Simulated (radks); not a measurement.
Results of a calculation; reference values are marked as such.
Problem. These are the eigenvalues of the occupied orbitals of an atom or ion with whole-number occupations (eV). Level of theory: Dirac Kohn-Sham, LB94 model potential, spin-unpolarised, spherical densities, finite nucleus; Fermi nuclear charge, rms radius of each element as measured or else 0.836 A^(1/3) + 0.57 fm (a radial shooting solver on a logarithmic mesh with Libxc functionals).

| orbital | eigenvalue |
|---|---|
| 1s1/2 | -34222.04 |

Which element is it, and in what charge state? The configuration may be excited. Open shells, if any, fill j = l - 1/2 first.

Solution. Z = 50, tin, charge +48: Sn48+ in [He]. The 1s level, -1257.6 hartree, gives Z - s = 50.2 by -(Z - s)^2/2, which with screening and relativity narrows Z to a few neighbours, and the depths must fix Z and the occupations together.
